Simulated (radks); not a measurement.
The numbers below are computed, except where a source is named.
Charge is removed step by step from the 4f up level of Ce3+, starting from [Xe] 4f(up 1, down 0). Code: a radial shooting solver on a logarithmic mesh with Libxc functionals. Model: non-relativistic Kohn-Sham, PBE, spin-polarised, spherical densities, point nucleus; relativity is left out, which matters for an element this heavy.

removed (e),E - E(0) (eV),eigenvalue (eV),E minus straight line (eV)
0,0.000,-32.414,0.000
0.125,4.191,-34.650,-1.017
0.25,8.664,-36.923,-1.752
0.375,13.423,-39.232,-2.201
0.5,18.474,-41.575,-2.359
0.625,23.819,-43.951,-2.222
0.75,29.463,-46.360,-1.786
0.875,35.410,-48.801,-1.046
1,41.664,-51.274,0.000

Removing the whole electron costs 41.664 eV by Delta-SCF, against 32.414 eV from minus the eigenvalue at the starting occupation. Slater's transition state (half an electron removed) gives 41.575 eV. Integrating minus the eigenvalue over the occupation (Janak's theorem) gives 41.664 eV. The mean slope of the eigenvalue, de/dn, is 18.9 eV per electron. Ionisation energy of Ce3+ in the NIST Atomic Spectra Database: 36.91 eV (semi-empirical).
